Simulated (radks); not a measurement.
All-electron atom: N1.3+ in 1s1.7 2s2 2p2 (fractional occupations, a model configuration).

Method: Dirac Kohn-Sham, PBE, spin-unpolarised, spherical densities, finite nucleus; open shells fill j = l - 1/2 first; Fermi nuclear charge, rms radius 2.5582 fm; computed with a radial shooting solver on a logarithmic mesh with Libxc functionals.

Energy parts (hartree):
part                      energy
total                  -49.39907
kinetic                 49.32406
electron-nucleus      -112.74442
Hartree                 19.59761
exchange-correlation    -5.57632

Orbitals (lengths in bohr, moments of r in powers of bohr; <r^-3> diverges for s and p1/2; r(90%) holds 90 % of the orbital's charge):
orbital  occ.  eigenvalue (hartree)  r(90%)  <r^-3>
1s1/2     1.7             -15.61433   0.405       -
2s1/2       2              -1.42013    1.87       -
2p1/2       2              -0.98934    1.97       -
2p3/2       0              -0.98824    1.98   4.659

The highest occupied level is 2p1/2 at -26.921 eV. The density falls to 0.001 e/bohr^3 at r = 2.88 bohr.
